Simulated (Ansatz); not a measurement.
Basis-set extrapolation for CH₄FO₂Si (`CO[Si](O)F`) radical (PBE0-D4/def2-TZVP geometry, frozen core, Ansatz 0.2.0). Multiplicity 2, UHF reference.

|  | def2-TZVPP | def2-QZVPP |
| --- | --- | --- |
| HF | -578.558701 | -578.583163 |
| MP2 correlation | -0.990823 | -1.073999 |
| CCSD(T) correlation | -1.045937 | not run |

Energies in hartree. Use E(X) = E(∞) + A·exp(−7.88·√X) for Hartree–Fock and E(X) = E(∞) + B·X^(−2.97) for correlation, with X = 3 and 4, and add CCSD(T) minus MP2 of the smaller set to the MP2 limit.

Question: What is the CCSD(T) energy at the basis-set limit?

Answer: HF limit: -578.583163 + (-0.024462) × 0.13774 = -578.58653. MP2 limit: -1.073999 + (-0.083176) × 0.74074 = -1.13561. Higher-order term: -1.045937 − (-0.990823) = -0.05511. Total: -579.77725 hartree, 4.70 eV below CCSD(T)/def2-TZVPP.
